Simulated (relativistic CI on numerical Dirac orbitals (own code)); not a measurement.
## Charge states of molybdenum

Computed by Dirac-Coulomb-Breit CI, KLI orbitals optimised for each configuration, a model potential for QED, valence Slater integrals scaled by 0.9 (own radial code, finite nucleus).

Each species is treated in one configuration, given outside its closed core. Radial values are for the open shell of highest l, unscaled and averaged over j; ζ includes the Breit term. Labels give the leading LS character, summed over repeated terms.

```tsv
Ion	Configuration	Its lowest level	LS weight (%)	F² (cm⁻¹)	F⁴ (cm⁻¹)	g_J	g√(J(J+1))	ζ (cm⁻¹)
Mo	4d5.5s	7S_3	100	48620	31060	2.001	6.93	521.1
Mo+	4d5	6S_5/2	100	52160	33570	2.001	5.92	533.2
Mo2+	4d4	5D_0	99	57820	37630		0.00	636.9
Mo3+	4d3	4F_3/2	99	62610	41110	0.402	0.78	747.2
Mo4+	4d2	3F_2	99	66780	44150	0.670	1.64	861.1
Mo5+	4d	2D_3/2	100			0.799	1.55	977.6
Mo6+	3d10.4s2.4p6	1S_0	100				0.00	
Mo7+	3d10.4s2.4p5	2P°_3/2	100			1.334	2.58	15600
Mo8+	3d10.4s2.4p4	3P_2	89	94450		1.444	3.54	16430
Mo9+	3d10.4s2.4p3	4S°_3/2	86	96310		1.891	3.66	17290
Mo10+	3d10.4s2.4p2	3P_0	91	98080			0.00	18150
Mo11+	3d10.4s2.4p	2P°_1/2	100			0.665	0.58	19030
Mo12+	3d10.4s2	1S_0	100				0.00	
Mo13+	3d10.4s	2S_1/2	100			2.001	1.73	
Mo14+	3d10	1S_0	100				0.00	
Mo15+	3d9	2D_5/2	100			1.198	3.54	10720
Mo16+	3d8	?	?	?	?	?	?	?
Mo17+	3d7	4F_9/2	91	262500	168000	1.312	6.53	11630
Mo18+	3d6	5D_4	91	268100	171800	1.474	6.59	12100
Mo19+	3d5	6S_5/2	93	273700	175600	1.970	5.83	12600
Mo20+	3d4	5D_0	78	279200	179300		0.00	13110
Mo21+	3d3	4F_3/2	90	284600	183000	0.445	0.86	13630
Mo22+	3d2	3F_2	91	290000	186700	0.694	1.70	14170
Mo23+	3d	2D_3/2	100			0.796	1.54	14730
```

Question: Fill in the row of Mo16+.

Answer: Its lowest level 3F_4; LS weight (%) 98; F² (cm⁻¹) 256800; F⁴ (cm⁻¹) 164200; g_J 1.243; g√(J(J+1)) 5.56; ζ (cm⁻¹) 11170.

At low charge ζ of a weakly bound d or f electron comes out too small.
